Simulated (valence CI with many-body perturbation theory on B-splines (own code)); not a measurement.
E1 line list for Tb34+

Computed by configuration interaction combined with many-body perturbation theory (CI+MBPT): three valence electrons over a frozen Dirac-Fock core [Ar] 3d10, radial functions for each j: 11 s, 11 p, 9 d, 7 f, 5 g, 2 h, 1 i, with the one-electron correlation potential Σ1 (screened to all orders), the two-electron term Σ2, the three-electron term Σ3, Breit, model QED; selected single and double excitations, second order for the rest (own B-spline code, finite nucleus).

No measured spectrum was set against this ion. As an estimate, large intervals hold to a few tenths of a per cent, small ones and those within an open d or f shell to about a per cent.

Lines 1 to 50 of 273 in falling wavelength, among levels below 3315.6 × 10³ cm⁻¹, chosen from the strongest by gf and those to the six lowest levels. Wavelengths and rates use the calculated energies. Electric multipoles are in the length gauge, E1 and E2 with the static RPA response of the core. Weak lines are less certain than strong ones. Lines between different terms over intervals too small for the method are left out, as are lines whose strength nearly cancels. Where a level lies close to another of its J and parity, the split of strength between their lines is uncertain. The highest levels of a list are the least certain.

Levels are named by their leading jj configuration (3d3/2^4 stands for four electrons in 3d with j = 3/2), which in mixed levels can hold well under half, so a name can repeat and another be missing. Letters in brackets count levels of one name in rising energy.

```tsv
λ vac (Å)	Upper	Lower	A (s⁻¹)	S (a.u.)
481.3	(4s 4p1/2^2) J=1/2	(4s^2 4p3/2) J=3/2	1.59e+07	1.75e-03
196.7	(4p1/2 4p3/2 4d3/2) J=7/2	(4s 4p3/2 4d3/2) J=5/2 [b]	4.82e+09	1.45e-01
196.1	(4p1/2 4p3/2 4d5/2) J=7/2 [b]	(4s 4p3/2 4d5/2) J=5/2 [b]	4.45e+09	1.33e-01
194.7	(4s 4p1/2 4f7/2) J=9/2	(4s^2 4f7/2) J=7/2	4.73e+09	1.72e-01
192.9	(4s 4p1/2 4f7/2) J=7/2 [b]	(4s^2 4f7/2) J=7/2	2.65e+09	7.51e-02
191.6	(4s 4p1/2 4p3/2) J=3/2 [a]	(4s^2 4p3/2) J=3/2	1.22e+09	1.70e-02
191.5	(4s 4p1/2 4d3/2) J=5/2	(4s^2 4d3/2) J=3/2	6.25e+09	1.30e-01
187.7	(4s 4p1/2 4d5/2) J=7/2	(4s^2 4d5/2) J=5/2	5.60e+09	1.46e-01
187.6	(4p1/2 4p3/2 4d5/2) J=7/2 [a]	(4s 4p3/2 4d5/2) J=7/2 [b]	2.83e+09	7.36e-02
178.7	(4p1/2^2 4d5/2) J=5/2	(4s 4p1/2 4d5/2) J=3/2	4.67e+09	7.90e-02
177.4	(4p1/2 4p3/2 4d5/2) J=9/2	(4s 4p3/2 4d5/2) J=7/2 [b]	1.00e+10	2.77e-01
173.9	(4s 4p1/2 4p3/2) J=5/2	(4s^2 4p3/2) J=3/2	8.15e+09	1.27e-01
169.8	(4p1/2^2 4d3/2) J=3/2	(4s 4p1/2 4d3/2) J=3/2 [b]	7.16e+09	6.92e-02
169.7	(4p1/2^2 4p3/2) J=3/2	(4s 4p1/2 4p3/2) J=1/2	8.42e+09	8.13e-02
169.4	(4p1/2 4p3/2 4d5/2) J=3/2 [b]	(4s 4p3/2 4d5/2) J=3/2	8.08e+09	7.75e-02
169.3	(4p1/2^2 4d5/2) J=5/2	(4s 4p1/2 4d5/2) J=5/2 [b]	8.11e+09	1.17e-01
168.9	(4s 4p1/2 4f7/2) J=7/2 [c]	(4s^2 4f7/2) J=7/2	4.77e+09	9.07e-02
168.5	(4p1/2^2 4d3/2) J=3/2	(4s 4p1/2 4d3/2) J=1/2	8.77e+09	8.27e-02
168.3	(4s 4p1/2 4f7/2) J=7/2 [c]	(4s^2 4f5/2) J=5/2	6.52e+09	1.23e-01
168.3	(4p1/2 4p3/2 4d3/2) J=5/2 [a]	(4s 4p3/2 4d3/2) J=5/2 [a]	8.53e+09	1.20e-01
167.8	(4p1/2 4p3/2 4d5/2) J=1/2	(4s 4p3/2 4d5/2) J=3/2	1.69e+10	7.90e-02
166.3	(4s 4p1/2^2) J=1/2	(4s^2 4p1/2) J=1/2	1.53e+10	6.93e-02
166.2	(4p1/2 4p3/2 4d3/2) J=7/2	(4s 4p3/2 4d3/2) J=7/2	7.50e+09	1.36e-01
163.7	(4p1/2 4p3/2 4d5/2) J=7/2 [b]	(4s 4p3/2 4d5/2) J=7/2 [a]	6.95e+09	1.20e-01
163.1	(4p1/2^2 4p3/2) J=3/2	(4s 4p1/2 4p3/2) J=3/2 [b]	1.05e+10	8.98e-02
162.6	(4p1/2 4p3/2 4d5/2) J=3/2 [b]	(4s 4p3/2 4d5/2) J=1/2	8.42e+09	7.15e-02
162.0	(4s 4p1/2 4d5/2) J=5/2 [b]	(4s^2 4d5/2) J=5/2	7.43e+09	9.37e-02
161.9	(4p1/2 4p3/2 4d3/2) J=3/2 [a]	(4s 4p3/2 4d3/2) J=3/2 [a]	1.04e+10	8.74e-02
161.6	(4p1/2 4p3/2 4d3/2) J=1/2 [a]	(4s 4p3/2 4d3/2) J=1/2 [a]	1.61e+10	6.70e-02
160.5	(4s 4p1/2 4f7/2) J=5/2	(4s^2 4f7/2) J=7/2	8.19e+09	1.00e-01
160.3	(4p1/2 4p3/2 4d5/2) J=5/2 [b]	(4s 4p3/2 4d5/2) J=7/2 [a]	8.54e+09	1.04e-01
159.1	(4p1/2 4p3/2^2) J=1/2	(4s 4p3/2^2) J=1/2	2.71e+10	1.08e-01
158.7	(4p1/2 4p3/2 4d3/2) J=3/2 [b]	(4s 4p3/2 4d3/2) J=3/2 [b]	8.20e+09	6.47e-02
155.7	(4s 4p1/2 4d5/2) J=5/2 [b]	(4s 4p3/2^2) J=3/2	5.84e+09	6.52e-02
155.1	(4s 4p1/2 4f5/2) J=5/2 [a]	(4s 4p3/2 4d5/2) J=7/2 [a]	5.47e+09	6.05e-02
154.3	(4s 4p1/2 4d5/2) J=3/2	(4s^2 4d5/2) J=5/2	1.10e+10	8.01e-02
154.1	(4p1/2 4p3/2 4d5/2) J=5/2 [a]	(4s 4p3/2 4d5/2) J=5/2 [a]	1.15e+10	1.24e-01
153.0	(4s 4p1/2 4p3/2) J=3/2 [b]	(4s^2 4p3/2) J=3/2	9.52e+09	6.74e-02
153.0	(4p1/2 4p3/2 4d5/2) J=3/2 [a]	(4s 4p3/2 4d5/2) J=5/2 [a]	1.60e+10	1.13e-01
151.2	(4p1/2 4p3/2^2) J=3/2	(4s 4p3/2^2) J=5/2	2.18e+10	1.48e-01
150.0	(4p1/2 4p3/2 4d5/2) J=7/2 [a]	(4s 4p3/2 4d5/2) J=9/2	2.57e+10	3.43e-01
148.2	(4p1/2^2 4d5/2) J=5/2	(4s 4p1/2 4d5/2) J=7/2	3.63e+10	3.49e-01
147.6	(4s 4p1/2 4p3/2) J=1/2	(4s^2 4p3/2) J=3/2	1.56e+10	4.95e-02
147.5	(4p1/2 4p3/2^2) J=5/2	(4s 4p3/2^2) J=5/2	1.01e+10	9.57e-02
146.8	(4p1/2^2 4d5/2) J=5/2	(4s 4p1/2 4d5/2) J=5/2 [a]	1.29e+10	1.21e-01
145.1	(4p1/2^2 4d3/2) J=3/2	(4s 4p1/2 4d3/2) J=5/2	3.68e+10	2.22e-01
144.6	(4p1/2^2 4p3/2) J=3/2	(4s 4p1/2 4p3/2) J=5/2	4.45e+10	2.66e-01
144.4	(4s 4p1/2 4f7/2) J=9/2	(4s 4p3/2 4d5/2) J=7/2 [a]	4.08e+09	6.06e-02
144.3	(4p1/2 4p3/2 4d3/2) J=5/2 [b]	(4s 4p3/2 4d3/2) J=7/2	2.37e+10	2.10e-01
143.8	(4p1/2 4p3/2 4d5/2) J=5/2 [a]	(4p3/2^3) J=3/2 [a]	8.31e+09	7.32e-02
```
